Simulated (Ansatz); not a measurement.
Z-matrix (Å, degrees):
```
P
Al 1 2.457
S 1 2.097 2 57.4
H 1 1.412 2 130.7 3 -82.9
H 1 1.411 2 129.0 3 83.8
S 2 2.123 1 133.1 3 -135.9
C 2 1.906 1 131.7 3 144.4
H 7 1.087 2 122.7 1 19.2
H 7 1.087 2 122.5 1 -138.4
```

Total charge 0; spin multiplicity 1. The bonds changed during the relaxation, so this is another structure than the one it started from.

Task: List the r2SCAN/def2-TZVPP orbital energies in eV (Ansatz). (Estimate.)

Result: Computed: Occupied: -2409.69, -2408.17, -2090.39, -1517.49, -273.14, -214.11, -212.57, -177.78, -158.20, -158.07, -158.01, -156.66, -156.53, -156.47, -127.29, -127.24, -127.15, -110.97, -71.26, -71.14, -71.09, -20.30, -19.14, -16.36, -15.08, -11.53, -11.39, -10.40, -10.08, -9.32, -7.67, -7.45, -7.35, -5.65, -5.57. Lowest empty: -2.06, -1.42, -1.33, -0.72, 0.36, 0.74, 1.30, 1.69.
